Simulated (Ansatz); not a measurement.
A nudged elastic band was laid between two geometries of BF3 + H4Si (9 atoms, charge 0, multiplicity 1).

All numbers below come from UKS B3LYP-D4/def2-SVP in Ansatz.

| Quantity | Value |
| --- | --- |
| movable images | 5 |
| climbing image | yes |
| spring | 50.0 eV/Å² |
| optimiser | quadratic models (default) |
| start path | through a guess of the saddle point |
| force threshold | 0.03 eV/Å |
| iteration limit | 60 |
| end points | relaxed |

First end point:

```xyz
9
Properties=species:S:1:pos:R:3
B -0.508 0.959 -1.613
F 0.540 1.658 -1.987
F -0.825 -0.148 -2.246
F -1.260 1.384 -0.619
H 1.091 -0.106 0.154
Si 0.405 -0.773 1.301
H 0.037 0.256 2.311
H -0.818 -1.460 0.801
H 1.338 -1.769 1.898
```

Last end point:

```xyz
9
Properties=species:S:1:pos:R:3
B -0.759 0.172 -0.697
F 1.459 1.355 -0.757
F -0.300 -0.292 -1.865
F -1.642 1.151 -0.782
H 1.548 0.835 -1.524
Si -0.181 -0.645 1.070
H 0.073 0.425 2.076
H -1.254 -1.544 1.598
H 1.056 -1.456 0.880
```

(1) Which bonds break or form, and what moves?

(2) Give the energies along the band, and the barrier.

(3) What is the geometry of the highest image?

The band took 30 iterations and roughly 14 core-minutes.

Results:

(1) Bonds broken: B1–F2, H5–Si6. Bonds formed: B1–Si6, F2–H5. BF3 + H4Si becomes BF2H3Si + FH.

(2) It converged. The highest image is number 3 of 0 to 6, 266.0 kJ/mol above the first end and 97.0 kJ/mol above the last; the last end lies 169.0 kJ/mol above the first. Neighbouring images differ by up to 2.4 eV, so the band resolves the path poorly. Another band between the same ends (5 images) ends at a top of the same energy, where a vibrational analysis finds 1 clearly imaginary mode. The orbitals stay closed-shell, which can raise the energy where a bond breaks towards radicals; this wasn't checked here.

```json
{"image": "0", "path coordinate (Å)": "0.00", "energy (kJ/mol)": "0.0", "B1–F2 (Å)": "1.31", "H5–Si6 (Å)": "1.49", "B1–Si6 (Å)": "3.51"}
{"image": "1", "path coordinate (Å)": "0.93", "energy (kJ/mol)": "0.9", "B1–F2 (Å)": "1.31", "H5–Si6 (Å)": "1.49", "B1–Si6 (Å)": "3.44"}
{"image": "2", "path coordinate (Å)": "1.86", "energy (kJ/mol)": "32.3", "B1–F2 (Å)": "1.33", "H5–Si6 (Å)": "1.50", "B1–Si6 (Å)": "2.82"}
{"image": "3", "path coordinate (Å)": "2.80", "energy (kJ/mol)": "266.0", "B1–F2 (Å)": "1.65", "H5–Si6 (Å)": "1.96", "B1–Si6 (Å)": "2.21"}
{"image": "4", "path coordinate (Å)": "3.66", "energy (kJ/mol)": "195.1", "B1–F2 (Å)": "2.17", "H5–Si6 (Å)": "2.58", "B1–Si6 (Å)": "2.05"}
{"image": "5", "path coordinate (Å)": "4.53", "energy (kJ/mol)": "173.4", "B1–F2 (Å)": "2.42", "H5–Si6 (Å)": "3.11", "B1–Si6 (Å)": "2.03"}
{"image": "6", "path coordinate (Å)": "5.40", "energy (kJ/mol)": "169.0", "B1–F2 (Å)": "2.51", "H5–Si6 (Å)": "3.45", "B1–Si6 (Å)": "2.03"}
```

(3) 
```xyz
9
Properties=species:S:1:pos:R:3
B -0.404 0.413 -0.935
F 0.953 1.318 -1.196
F -0.480 -0.487 -1.914
F -1.417 1.257 -0.738
H 0.928 0.686 -0.279
Si 0.117 -0.587 0.965
H 0.243 0.286 2.165
H -1.180 -1.320 1.015
H 1.240 -1.565 0.918
```

Time of the run: 7.1 min on 2 threads of Arm Neoverse V2 (shared host), peak memory 0.26 GiB.
